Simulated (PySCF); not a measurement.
**The second ionisation energy along the 3d series**

Calculated with PySCF 2.14 from differences of total energies of unrestricted determinants, without spin-orbit coupling. Values in eV. The last column holds reference values (NIST; (s) semi-empirical, (t) theoretical, else measured). Unmarked ones compare directly (S terms, centres of terms, or small fine structure); those marked * lie between the lowest fine-structure levels and include a spin-orbit shift.

```
                         element             configurations     LDA     PBE  MP2 (valence and next inner shell)  SCS-MP2 (valence and next inner shell)  CCSD (valence and next inner shell)  CCSD(T) (valence and next inner shell)         reference
Sc (x2c-TZVPPall, spin-free X2C)    [Ar] 3d1 4s1 → [Ar] 3d1  13.269  13.110                              12.768                                  12.643                               12.761                                  12.789          12.800 *
Ti (x2c-TZVPPall, spin-free X2C)    [Ar] 3d2 4s1 → [Ar] 3d2  14.191  13.998                              13.547                                  13.379                               13.530                                  13.566          13.575 *
 V (x2c-TZVPPall, spin-free X2C)        [Ar] 3d4 → [Ar] 3d3  15.721  15.327                              14.702                                  14.146                               14.422                                  14.484  14.634 ± 0.007 *
Cr (x2c-TZVPPall, spin-free X2C)        [Ar] 3d5 → [Ar] 3d4  17.505  17.144                              16.661                                  15.993                               16.285                                  16.346          16.486 *
Mn (x2c-TZVPPall, spin-free X2C)    [Ar] 3d5 4s1 → [Ar] 3d5  16.502  16.261                              15.607                                  15.336                               15.541                                  15.580            15.640
Fe (x2c-TZVPPall, spin-free X2C)    [Ar] 3d6 4s1 → [Ar] 3d6  17.087  16.829                              16.131                                  15.893                               16.059                                  16.111          16.199 *
Co (x2c-TZVPPall, spin-free X2C)        [Ar] 3d8 → [Ar] 3d7  18.346  17.886                              17.526                                  17.221                               16.603                                  16.755          17.084 *
Ni (x2c-TZVPPall, spin-free X2C)        [Ar] 3d9 → [Ar] 3d8  19.590  18.912                              18.933                                  18.447                               17.696                                  17.875          18.169 *
Cu (x2c-TZVPPall, spin-free X2C)       [Ar] 3d10 → [Ar] 3d9  21.584  20.962                              21.381                                  20.805                               19.887                                  20.061          20.292 *
Zn (x2c-TZVPPall, spin-free X2C)  [Ar] 3d10 4s1 → [Ar] 3d10  19.059  18.745                              17.866                                  17.683                               17.699                                  17.768            17.964
```

"Valence" correlates the outer s and p shells and, in groups 3 to 12 and the f block, the outer d or f shell, open or full, or the next shell where the ion has no valence electron left; the wider scheme adds the next inner shell.
